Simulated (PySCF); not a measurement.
**UHF on Mo⁺ (molybdenum, charge +1)**

Configuration: [Kr] 4d5, high-spin 6S determinant. All numbers are calculated (PySCF 2.14, a scalar-relativistic core potential, in aug-cc-pwCVTZ-PP with ECP28MDF (8s8p7d4f3g, 122 functions)).

```
Total energy             : -67.115880 hartree
One-electron energy      : -112.8773 hartree
Hartree (Coulomb) energy : 53.0752 hartree
Exchange energy          : -7.3138 hartree
⟨S²⟩                     : 8.7522
⟨L²⟩                     : 0.000
Sum of ⟨r⟩               : 19.08 bohr
Sum of ⟨r²⟩              : 33.89 bohr²
```

```
shell  electrons  mean orbital energy (hartree)  rms radius, mean of both spins (bohr)
 4s α          1                       -3.26749                                   1.20
 4s β          1                       -3.02820                                   1.20
 4p α          3                       -2.16975                                   1.34
 4p β          3                       -1.84833                                   1.34
 4d α          5                       -0.60091                                   2.01
```

Energies and moments cover only the electrons outside the core potential.
